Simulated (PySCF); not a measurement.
C4H5Si, SMILES [C]1=C[SiH2]C=C1, multiplicity 2. Atoms are numbered in the order given.

```xyz
10

C      1.1017     1.0033     0.0000
C      1.3989    -0.2929     0.0000
Si    -0.3171    -1.1027     0.0000
C     -1.2258     0.5504     0.0000
C     -0.2757     1.5162     0.0000
H      2.3974    -0.7351     0.0000
H     -0.5889    -1.9286     1.2127
H     -0.5889    -1.9286    -1.2127
H     -2.2950     0.7764     0.0000
H     -0.4784     2.5920     0.0000
```
Charge 0, spin multiplicity 2.

Coordinates come from a B3LYP-D3(BJ)/def2-SVP optimisation. The isomer is the one that the SMILES or the coordinates give; other isomers of the formula were not compared.

The numbers are results of PySCF with PBE/def2-TZVP, not measurements.

Atomic charges (e):

```json
[
 {"atom": "C1", "Mulliken": "0.02", "Löwdin": "___", "Mulliken spin": "0.85"},
 {"atom": "C2", "Mulliken": "-0.27", "Löwdin": "-0.26", "Mulliken spin": "-0.06"},
 {"atom": "Si3", "Mulliken": "0.23", "Löwdin": "___", "Mulliken spin": "0.11"},
 {"atom": "C4", "Mulliken": "-0.21", "Löwdin": "___", "Mulliken spin": "0.04"},
 {"atom": "C5", "Mulliken": "-0.11", "Löwdin": "-0.17", "Mulliken spin": "0.00"},
 {"atom": "H6", "Mulliken": "0.14", "Löwdin": "0.14", "Mulliken spin": "0.03"},
 {"atom": "H7", "Mulliken": "-0.02", "Löwdin": "-0.02", "Mulliken spin": "0.01"},
 {"atom": "H8", "Mulliken": "-0.02", "Löwdin": "-0.02", "Mulliken spin": "0.01"},
 {"atom": "H9", "Mulliken": "0.12", "Löwdin": "0.13", "Mulliken spin": "0.01"},
 {"atom": "H10", "Mulliken": "0.12", "Löwdin": "___", "Mulliken spin": "0.00"}
]
```

Problem. Fill in the missing entries. (Estimate from the structure and the level; the computed values follow.)

Solution. 
- C1, Löwdin: -0.04
- Si3, Löwdin: 0.32
- C4, Löwdin: -0.23
- H10, Löwdin: 0.14

Problem. Give the Mayer and Wiberg (Löwdin basis) orders of the bonds. (The exact figures need the calculation; the answer reports its results.)

Solution. 
```csv
bond,Mayer,Wiberg
C1–C2,1.93,2.15
C2–Si3,0.94,1.05
Si3–C4,0.99,1.09
C1–C5,1.11,1.34
C4–C5,1.83,1.97
C2–H6,0.92,0.86
Si3–H7,0.92,0.91
Si3–H8,0.92,0.91
C4–H9,0.93,0.86
C5–H10,0.94,0.84
```
